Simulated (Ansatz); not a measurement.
Relaxation of C3H8BGa (13 atoms, charge 0, multiplicity 1), to a largest force component of 0.015 eV/Å in at most 40 steps.

Level of theory: RKS B3LYP/def2-SVP (Ansatz).

```xyz
13
Properties=species:S:1:pos:R:3:forces:R:3
C -2.737 0.353 0.596 0.63 -0.04 -0.20
Ga -0.791 0.198 1.169 -0.51 0.01 0.21
B 0.875 -0.080 -0.014 -0.30 0.08 0.20
C 2.138 0.504 -0.695 0.05 -0.25 -0.11
C 1.884 -0.988 -0.759 0.16 0.21 -0.02
H -3.173 1.307 0.910 0.01 0.25 0.16
H -2.853 0.278 -0.491 -0.01 -0.01 -0.18
H -3.346 -0.438 1.049 -0.02 -0.22 0.20
H -0.600 0.293 2.765 0.04 -0.03 -0.26
H 2.072 1.057 -1.624 -0.20 0.34 -0.40
H 2.980 0.840 -0.102 0.27 0.23 0.43
H 2.562 -1.634 -0.214 0.18 -0.34 0.39
H 1.647 -1.404 -1.730 -0.31 -0.22 -0.41
```

Question: Where does it end, and by what steps?

Answer: It converged. The force dipped under the threshold on the way, but the program's further checks kept it going. After 7 steps the energy has fallen by 0.079 eV; H10 moved furthest, 0.20 Å.

| step | energy less start (eV) | largest force component (eV/Å) | accepted |
| --- | --- | --- | --- |
| 0 | 0.0000 | 0.630 | yes |
| 1 | -0.0685 | 0.232 | yes |
| 2 | -0.0756 | 0.102 | yes |
| 3 | -0.0774 | 0.075 | yes |
| 4 | -0.0786 | 0.034 | yes |
| 5 | -0.0779 | 0.100 | no |
| 6 | -0.0790 | 0.012 | yes |
| 7 | -0.0792 | 0.012 | yes |

```xyz
13
Properties=species:S:1:pos:R:3
C -2.637 0.374 0.544
Ga -0.783 0.147 1.230
B 0.874 -0.081 0.051
C 2.077 0.515 -0.740
C 1.880 -0.989 -0.720
H -3.057 1.320 0.927
H -2.706 0.378 -0.554
H -3.274 -0.438 0.933
H -0.627 0.144 2.808
H 1.876 1.060 -1.670
H 2.914 0.944 -0.173
H 2.580 -1.604 -0.140
H 1.540 -1.487 -1.636
```

Whether the end is a true minimum wasn't checked by a vibrational analysis.

Run time: 65 s on 2 threads of Arm Neoverse N1, on a shared host, peak memory 0.33 GiB.
